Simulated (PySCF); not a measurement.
Compound: C₆H₇N₂ (doublet state).
Structure used (GFN2-xTB), in Å, numbered top down from 1:
```
atom  x, y, z in Å
C1    -1.353    1.256    1.028
C2    -1.179    0.171    0.277
C3    -1.652   -1.088    0.721
N4    -2.034   -2.116    1.056
C5    -0.462    0.159   -1.045
C6     0.886   -0.571   -0.913
C7     1.798    0.137    0.001
N8     2.784   -0.300    0.605
H9    -0.997    2.220    0.706
H10   -1.855    1.213    1.979
H11   -1.075   -0.357   -1.789
H12   -0.296    1.186   -1.375
H13    1.372   -0.607   -1.893
H14    0.718   -1.601   -0.577
H15    3.341    0.304    1.197
```

The hyperfine couplings belong to this conformer and change with its torsions.

Identity: `[H]/N=[C]/CCC(=C)C#N` [radical].

Computed, not measured: UKS B3LYP, pcH-1 on C H N, non-relativistic, mean-field spin-orbit, GIAO (PySCF 2.14.0). Geometry: GFN2-xTB, one conformer, isolated molecule. Couplings are sensitive to structure, and on GFN2-xTB geometries they can be far from those on DFT ones. The SCF solution wasn't tested for stability.

(1) Match the computed a_iso(13C) values +220.9, +83.6, +20.6, +2.3 MHz with the sites C1; C5; C6; C7.

Answers

(1) 
```json
{"site": "C1", "a_iso (MHz)": "+2.3", "ρ(0) (bohr⁻³)": "+0.0020", "position": "4 bonds from C7", "distance from C7 (Å)": "3.50", "spin population": "0.00", "largest |T| (MHz)": "0.9"}
{"site": "C5", "a_iso (MHz)": "+20.6", "ρ(0) (bohr⁻³)": "+0.0183", "position": "2 bonds from C7", "distance from C7 (Å)": "2.49", "spin population": "+0.01", "largest |T| (MHz)": "2.5"}
{"site": "C6", "a_iso (MHz)": "+83.6", "ρ(0) (bohr⁻³)": "+0.0743", "position": "1 bond from C7", "distance from C7 (Å)": "1.47", "spin population": "+0.01", "largest |T| (MHz)": "17.9"}
{"site": "C7", "a_iso (MHz)": "+220.9", "ρ(0) (bohr⁻³)": "+0.1965", "position": "largest spin population", "distance from C7 (Å)": "0.00", "spin population": "+0.71", "largest |T| (MHz)": "114.4"}
```

ρ(0) is the spin density at the nucleus and T the dipolar tensor; entries for several nuclei are means. Largest spin populations (Mulliken): C7 (+0.71) and N8 (+0.17).

Class means assume fast exchange of nuclei equivalent by connectivity; if that motion is slow, each nucleus keeps its own coupling. The 1H value of +23.5 MHz is a mean of couplings from -0.5 to 47.5 MHz in this one geometry, not an average over conformers.

The run took 1.7 min (with the writing of density and orbital grids) on Arm Neoverse N1, one thread, shared host, and the process peaked at 1.1 GiB of memory.
